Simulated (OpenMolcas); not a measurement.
## Mn4+: moving the ligands

Mn4+ with its 6 nearest fluoride ions at 1.827 Å, on the Ge site of Cs2GeF6 (a = 9.021 Å, distance in the model lattice 1.804 Å). The rest of the host is ab initio model potentials to 7.6 Å and point charges beyond; the distance is set by hand and nothing relaxes. Ligand basis ANO-RCC-VDZP.
```
Mn    0.0000    0.0000    0.0000
F     1.8270    0.0000    0.0000
F     0.0000    1.8270    0.0000
F    -1.8270    0.0000    0.0000
F     0.0000   -1.8270    0.0000
F     0.0000    0.0000    1.8270
F     0.0000    0.0000   -1.8270
```

- Program: OpenMolcas
- Method: CASSCF
- Basis: ANO-RCC-VTZP [6s5p3d2f1g]
- Scalar Hamiltonian: DKH2, point nucleus
- Active space: 3 electrons in 5 orbitals (3d)
- State averaging: 2S+1 = 4 even, 10 roots; 2S+1 = 2 even, 40 roots
- Spin-orbit coupling: RASSI with atomic mean-field integrals over the reference wave functions

Runs around this geometry, states (labels of O, the rotations of Oh). Energies in cm-1 above the lowest state or level, χT in cm3 K/mol.

```csv
R (Å),Ground state,First state of that spin,First gap with spin-orbit (degeneracies),χT at 300 K,First state of another spin
1.804,4A2,4T2 21454,"20821 (4, 4)",1.834,2E 21069
1.827,4A2,4T2 20506,"20337 (4, 4)",1.832,2E 21133
1.84,4A2,4T2 20005,"19855 (4, 2)",1.830,2E 21168
```

Taking the first state of the same spin as R^-n, n = -ln(20005 / 21454) / ln(1.84 / 1.804) = 3.5 between the shortest and longest distance.

Without dynamic correlation the repulsion within the d shell is too large (B by tens of per cent), so at a given field states of lower spin stand too high. The least metal-like active orbital is 80 % on the metal (Löwdin) and no ligand orbital is active, so the numbers are rough. Ligand-to-metal charge-transfer states are missing. With no ligand orbital active B as a rule stays too high, so bands that hang on it stand too high and its fall with covalency is understated. With metal d orbitals alone and no dynamic correlation 10Dq can be off by a tenth to a fifth, either way, in oxide and fluoride hosts. No measured value stands beside these numbers; the geometry was set by hand and not optimised.
